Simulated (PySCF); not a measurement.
How methods differ on the excitation energy of Nb²⁺

Nb²⁺ [Kr] 4d3 (4F) → Nb²⁺ [Kr] 4d2 5s1 (4F), as a difference of total energies. Calculation: PySCF 2.14, in aug-cc-pVDZ-PP with ECP28MDF (5s5p4d2f, 54 functions); a scalar-relativistic core potential. Correlated levels: valence: 4s2 4p6 frozen. The calculations carry no spin-orbit coupling.

| method | excitation energy (eV) |
| --- | --- |
| UHF | 3.216 |
| MP2 (valence) | 3.244 |
| SCS-MP2 (valence) | 3.226 |
| CCSD (valence) | 3.238 |
| CCSD(T) (valence) | 3.238 |

Problem. How much does correlation contribute at CCSD(T) (valence)?

Solution. 3.238 − (3.216) = 0.022 eV, measured against UHF.
